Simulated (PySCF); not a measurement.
H₂MoO₂S₂, multiplicity 1. Atoms are numbered in the order given.

```xyz
7

Mo     0.0000     0.0000    -0.2331
S     -1.6961     0.0000     1.0193
S      1.6961     0.0000     1.0193
O      0.0000     1.5109    -1.2942
H      0.0000     2.4462    -1.0599
O      0.0000    -1.5109    -1.2942
H      0.0000    -2.4462    -1.0599
```
Charge 0, spin multiplicity 1.

Geometry optimised at PBE0-D3(BJ)/def2-SVP. The geometry has at least one imaginary mode, so it is a saddle point at that level. The multiplicity is an assumed one; other spin states were not compared. The def2 effective core potentials stand for the cores of Mo; spin–orbit coupling is left out. Other conformers were not sampled.

Calculation: PBE/def2-TZVP (PySCF).

ESP charges are fitted to the potential on shells at 1.4 to 2.0 van der Waals radii. Atomic charges (e):

```csv
atom,ESP fit,Löwdin
Mo1,(withheld),-0.13
S2,(withheld),0.13
S3,(withheld),0.13
O4,(withheld),-0.24
H5,(withheld),0.18
O6,(withheld),-0.24
H7,(withheld),0.18
```

Problem. What belongs in the gaps? (The exact figures need the calculation; the answer reports its results.)

Solution. 
- Mo1, ESP fit: 0.35
- S2, ESP fit: -0.17
- S3, ESP fit: -0.17
- O4, ESP fit: -0.38
- H5, ESP fit: 0.38
- O6, ESP fit: -0.38
- H7, ESP fit: 0.38
